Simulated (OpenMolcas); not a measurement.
# C7H9N (o-toluidine): the vertical ionisation energy from total energies

C7H9N: 17 atoms, total charge 0, spin state singlet. SMILES: `Cc1ccccc1N`. The shape is that of a GFN2-xTB optimisation. This is one conformer, not always the lowest.

Both states at this one shape; open shells run unrestricted unless said. 1 Eh = 27.2114 eV.

| level | program | singlet C7H9N (Eh) | doublet C7H9N+ (Eh) | HOMO of the first (eV) |
| --- | --- | --- | --- | --- |
| HF/ANO-RCC-VDZ (DKH2) | OpenMolcas | -324.839884 | -324.593599 | -7.96 |
| HF/ANO-RCC-VDZP (DKH2, RICD fitting) | OpenMolcas | -325.005721 | -324.770385 | -7.72 |

**Question.** Work out the vertical ionisation energy at each level.

**Answer.** 
1. HF/ANO-RCC-VDZ (DKH2): -324.593599 − (-324.839884) = 0.246285 Eh = 6.70 eV; −ε(HOMO) = 7.96 eV.
2. HF/ANO-RCC-VDZP (DKH2, RICD fitting): -324.770385 − (-325.005721) = 0.235336 Eh = 6.40 eV; −ε(HOMO) = 7.72 eV.

No measured value is set beside it here; the levels span 6.40 to 6.70 eV. In Hartree–Fock, −ε(HOMO) (Koopmans) exceeds the difference of totals by the orbital relaxation of the ion. The second state is spin-contaminated at HF/ANO-RCC-VDZ (DKH2) (⟨S²⟩ = 1.14). The second state is spin-contaminated at HF/ANO-RCC-VDZP (DKH2, RICD fitting) (⟨S²⟩ = 1.10).
